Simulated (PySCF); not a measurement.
Simulated O 1s region for `[O]([GeH3])[SiH2]O`, binding energy against the vacuum level.

Every computed line was given a Gaussian of 0.8 eV full width at half maximum and an area set by the number of equivalent atoms; the highest printed point is 100. Computed with delta-SCF UKS SCAN, pcX-2 on the ionised atom, pcseg-1 elsewhere, spin-free X2C (PySCF 2.14.0).

```tsv
binding energy (eV)	intensity
536.3	0
536.4	1
536.5	2
536.6	5
536.7	10
536.8	18
536.9	30
537.0	46
537.1	63
537.2	80
537.3	93
537.4	100
537.5	98
537.6	88
537.7	74
537.8	58
537.9	45
538.0	37
538.1	37
538.2	44
538.3	57
538.4	73
538.5	88
538.6	98
538.7	100
538.8	94
538.9	81
539.0	64
539.1	47
539.2	31
539.3	19
539.4	11
539.5	5
539.6	3
539.7	1
539.8	0
```

Task: How many maxima does the curve show, and how many computed lines lie under it?

Result: The curve has 2 maxima (at 537.4 and 538.7 eV). Under it lie 2 lines from 2 inequivalent oxygen sites.

Task: Decompose the envelope and assign each component. Numbering: `[OH:1][SiH2:2][O:3][GeH3:4]`.

Result: 
```tsv
position (eV)	relative area	line	atoms	environment
537.43	1	O 1s	O3	oxygen bonded to Ge and Si
538.68	1	O 1s	O1	silanol oxygen
```

Task: What are the centre and the root-mean-square width of the whole band?

Result: The area-weighted mean of the lines is 538.05 eV. Their own spread about it is 0.63 eV (rms) and each Gaussian has σ = 0.8/2.355 = 0.34 eV; the variances add, which gives 0.71 eV.

Task: Above which line width would these two lines show one maximum?

Result: Two equal Gaussians merge once their distance is under 2σ = FWHM/1.177. With 1.25 eV between them that is a full width over 1.47 eV.

Lowest listed O 1s: O3, bonded to Ge and Si. Highest, 1.25 eV above it: O1, bonded to H and Si.

No satellites, vibrations or lifetime broadening are included. The structure is a single PBE0-D3(BJ)/def2-SVP conformer in the gas phase; no vibrational or solvent corrections.

The run took 30 s on one thread of an Arm Neoverse N1, shared host, and the process peaked at 0.59 GiB of memory.

Shape of the structure used: `[OH:1][SiH2:2][O:3][GeH3:4]`: O1–Si2–O3–Ge4 0°, H–O1–Si2–O3 180°.
